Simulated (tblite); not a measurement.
Compound: C3H11PSi.
Z-matrix (Å and degrees, GFN2-xTB geometry), rows numbered from 1:
```
C 
P   1  1.8549
C   2  1.8502  1   97.58
C   2  1.8543  1   98.20  3  -100.06
Si  4  1.9023  2  112.58  1   173.72
H   1  1.0888  2  109.04  3   170.73
H   1  1.0889  2  109.02  3   -71.11
H   1  1.0900  2  111.35  3    49.82
H   3  1.0887  2  108.79  1    67.55
H   3  1.0876  2  109.32  1  -174.22
H   3  1.0897  2  111.19  1   -53.03
H   4  1.0921  2  106.27  1   -66.92
H   4  1.0926  2  109.61  1    49.04
H   5  1.4658  4  107.96  2   168.69
H   5  1.4660  4  110.28  2   -72.92
H   5  1.4616  4  109.48  2    48.33
```

Level: GFN2-xTB in tblite, geometry and Hessian alike; calculated harmonic values, unscaled, isolated species. Against measured fundamentals such values can be off by several per cent, at times by over 20. Modes of hydrogen on silicon can be 10 to 20 % off. One conformer, not necessarily the lowest.

Harmonic wavenumbers (cm⁻¹): 46.4, 105.2, 143.3, 169.6, 203.1, 234.2, 261.9, 309.4, 505.1, 520.2, 674.1, 709.0, 721.7, 736.4, 772.2, 779.6, 794.4, 803.0, 818.0, 857.1, 896.2, 930.3, 1043.2, 1135.2, 1318.7, 1321.4, 1424.4, 1442.6, 1451.0, 1457.1, 1465.6, 2239.8, 2246.9, 2281.3, 2932.8, 2957.8, 2975.3, 2981.5, 3004.6, 3010.6, 3012.1, 3022.3.

A = 5464, B = 1643, C = 1427 MHz; mass 106.037 u (most abundant isotopes); point group C1, symmetry number 1.

Q: What is the zero-point energy?

A: Half the sum of the wavenumbers: 27357 cm⁻¹ = 327.27 kJ/mol.

Q: Entropy at 400 K, 1 bar (ideal gas, RRHO, classical rotation)?

A: Translation 173.13, rotation 119.22, vibration 140.79: S = 433.1 J/(mol K).

Q: And Cp and H(400 K) − H(0)?

A: Cp = 178.14 J/(mol K), of which vibrations give 144.89 (their classical limit is 42 R = 349.2); H(400 K) − H(0) = 42.98 kJ/mol without the zero-point energy, 29.67 from vibrations.

Q: Which modes carry the vibrational entropy at 400 K?

A: 46.4 cm⁻¹: 23.21; 105.2 cm⁻¹: 16.44; 143.3 cm⁻¹: 13.92; 169.6 cm⁻¹: 12.55; 203.1 cm⁻¹: 11.11; 234.2 cm⁻¹: 9.98 J/(mol K); the other 36 give 53.58 together.

Q: Blend soft modes into free rotors: weight 1/[1 + (100 cm⁻¹/ν̃)⁴] for the oscillator and the rest for a rotor with moment μB/(μ + B), μ = h/(8π²ν), B = 10⁻⁴⁴ kg m². What vibrational entropy results?

A: 132.03 J/(mol K) in place of 140.79, which changes −T·S at 400 K by +3.50 kJ/mol.

Q: How do the functions run with temperature in this model?

A: 
| T (K) | S (J/(mol K)) | Cp (J/(mol K)) | H − H(0) (kJ/mol) | G − H(0) (kJ/mol) | ln q(vib) |
| --- | --- | --- | --- | --- | --- |
| 150 | 307.5 | 90.1 | 9.15 | -36.98 | 2.41 |
| 250 | 362.0 | 126.7 | 19.96 | -70.53 | 4.65 |
| 298.15 | 385.8 | 144.5 | 26.49 | -88.54 | 5.73 |
| 600 | 515.4 | 227.6 | 83.87 | -225.35 | 12.39 |
| 900 | 617.6 | 276.4 | 160.01 | -395.84 | 18.49 |

q(vib) and H(0) count from the zero-point level.

Hindered rotation and anharmonicity are outside this model. Other conformers, if any are populated, would add a mixing term that is left out. The structure is chiral; the term R ln 2 for an equal mix with its mirror image is left out.
